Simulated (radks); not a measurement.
Values are calculated unless marked as measured or tabulated.
Problem. Species: Sr1.5+. Configuration: [Ar] 3d10 4s2 5s2 4p(up 2.25, down 2.25) (fractional occupations, a model configuration). Code: a radial shooting solver on a logarithmic mesh with Libxc functionals. Model: scalar-relativistic Kohn-Sham, LDA (Slater exchange, Perdew-Wang correlation), spin-polarised, spherical densities, finite nucleus; Fermi nuclear charge, rms radius 4.224 fm. Some entries of the table are withheld. Estimate them.

orbital,occ.,eigenvalue (eV),r(max) (bohr),<r> (bohr)
1s,2,-15934.27,0.02557,0.03921
2s,2,-2176.434,0.1453,0.1727
2p,6,-1938.016,0.1161,0.1505
3s,2,-353.6470,0.4363,(1)
3p,6,-276.6877,(2),0.4989
3d,10,-149.1434,0.3754,0.4976
4s,2,-59.3107,1.173,1.320
4p,4.5,-40.3890,(3),1.491
5s,2,-13.9226,3.044,3.350

Solution. 
(1) 3s <r> (bohr): 0.4929
(2) 3p r(max) (bohr): 0.4308
(3) 4p r(max) (bohr): 1.292
